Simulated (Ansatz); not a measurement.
`[F][In]([SH])[Br]` + `[NH2][Al]([F])[Br]` → `[SH][In]([Br])[Br]` + `[NH2][Al]([F])[F]`  (redistribution)

Computed with Ansatz on PBE0-D4/def2-TZVP structures; ΔE is electronic, products minus reactants. CCSD(T)/CBS adds triple-zeta CCSD(T) − MP2 to the extrapolated MP2 energy (def2 sets, frozen cores). DFT in def2-TZVPP. def2 core potentials past Kr. For Br, In outer-core shells are correlated without core-valence functions, which leaves a few kJ/mol of doubt a bond. Scalar relativity is left out up to krypton. Each species was taken in one conformer, which may not be the lowest.

`[F][In]([SH])[Br]`:

Z-matrix (Å, degrees):
```
In
F 1 1.935
Br 1 2.439 2 115.3
S 1 2.351 2 118.0 3 179.8
H 4 1.345 1 92.1 2 179.9
```

`[NH2][Al]([F])[Br]`:

```xyz
6

N     0.846    0.225    0.516
Al   -0.658   -0.220   -0.253
F    -1.813   -1.005    0.610
Br   -1.046    0.259   -2.403
H     1.073    0.035    1.478
H     1.598    0.706    0.053
```

`[SH][In]([Br])[Br]`:

Cartesian coordinates in Å:
```
S -1.273 -0.727 -1.250
In 0.025 0.208 0.483
Br -1.005 0.933 2.577
Br 2.447 0.477 0.225
H -0.194 -0.891 -2.036
```

`[NH2][Al]([F])[F]`:

Cartesian coordinates in Å:
```
N -0.656 -0.259 0.654
Al 0.534 0.211 -0.533
F 2.063 -0.376 -0.464
F 0.146 1.251 -1.741
H -0.479 -0.892 1.416
H -1.608 0.065 0.667
```

(1) Is it downhill or uphill in electronic energy at CCSD(T)/CBS, and by how much? (Best estimate.)

(2) What do these levels give: r2SCANh-D4, MP2/def2-SVP, MP2/def2-TZVPP, SCS-MP2/def2-TZVPP, HF/CBS(def2), MP2/CBS(def2)? (Best estimate.)

Largest T1 diagnostic among the species: 0.013.

Results:

(1) Ansatz gave: Downhill: ΔE = -24.2 kcal/mol.

(2) Ansatz gave: r2SCANh-D4 -23.3, MP2/def2-SVP -23.7, MP2/def2-TZVPP -25.5, SCS-MP2/def2-TZVPP -24.9, HF/CBS(def2) -25.5, MP2/CBS(def2) -25.2 kcal/mol.

From r2SCAN to r2SCAN0 (25 % exact exchange), in def2-TZVPP and without D4, ΔE moves by −1.4 kcal/mol. Leaving LDA and LC-ωPBE aside and taking each functional with its dispersion term where it has one, the values, not all of them listed here, spread over 4.2 kcal/mol, from BHLYP-D4 to revPBE-D4. LDA lies −1.4 kcal/mol from PBE without D4.
